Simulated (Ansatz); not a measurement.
Ansatz (a first-principles code) input:

Ansatz 0.2 input:
```yaml
crystal:
  periodic: [false, false, false]
  atoms:
    - {symbol: C, position_ang: [1.88144052, 0.81875478, 0.05344660]}
    - {symbol: C, position_ang: [1.25916990, -0.49231653, -0.21321348]}
    - {symbol: C, position_ang: [-0.00262402, -0.18228401, -0.98832576]}
    - {symbol: C, position_ang: [-1.22270000, -0.03624248, -0.48851779]}
    - {symbol: C, position_ang: [-1.64604985, -0.19786534, 0.93364967]}
    - {symbol: H, position_ang: [1.48434694, 1.44277515, 0.83153351]}
    - {symbol: H, position_ang: [2.51676927, 1.27476113, -0.68120974]}
    - {symbol: H, position_ang: [1.01904942, -1.01488709, 0.71357633]}
    - {symbol: H, position_ang: [1.91036393, -1.12300081, -0.82087754]}
    - {symbol: H, position_ang: [0.15912571, -0.00184738, -2.04250788]}
    - {symbol: H, position_ang: [-2.02875219, 0.22126216, -1.16568524]}
    - {symbol: H, position_ang: [-0.81106453, -0.43425768, 1.58566456]}
    - {symbol: H, position_ang: [-2.10905099, 0.72410615, 1.28603235]}
    - {symbol: H, position_ang: [-2.39161055, -0.98957652, 1.01336500]}
basis:
  gaussian:
    orbitals: def2-TZVP
hamiltonian:
  xc: b3lyp
  dispersion: d3bj
magnetization: {spin_polarized: true, initial_magnetization: 1}
relax: {f_tol: 0.002, max_steps: 150}
```

Which total energy does the run end on?

-195.96086 Eh (B3LYP-D3(BJ)/def2-TZVP). The basis has 209 functions.

It need not be the lowest isomer of its formula.
